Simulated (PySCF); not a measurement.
## Basis-set dependence of the ionisation energy of Er²⁺

Er²⁺ [Xe] 4f12 (high-spin determinant) → Er³⁺ [Xe] 4f11 (high-spin determinant). All values are computed (PySCF 2.14, energy differences of UHF-based or UKS calculations, no spin-orbit coupling). Values in eV.

| basis | Hamiltonian | functions | UHF | LDA | PBE0 | MP2 (valence) |
| --- | --- | --- | --- | --- | --- | --- |
| cc-pVDZ-X2C | spin-free X2C | 84 | 18.495 | 24.388 | 22.796 | 22.962 |
| ANO-RCC-VTZP | spin-free X2C | 104 | 18.469 | 25.255 | 23.402 | 24.167 |
| x2c-TZVPPall | spin-free X2C | 113 | 18.375 | 24.983 | 23.178 | 23.695 |
| cc-pwCVTZ-X2C | spin-free X2C | 186 | 18.400 | n/a | n/a | n/a |

Frozen in the all-electron rows: valence: [Kr] 4d10.

Both determinants mix LS terms of the configuration, so the numbers do not refer to single terms.

Between the lowest levels the reference is 22.7 ± 0.03 eV (semi-empirical (NIST evaluation); NIST Atomic Spectra Database, ionization energies); it includes spin-orbit coupling, which these numbers lack.
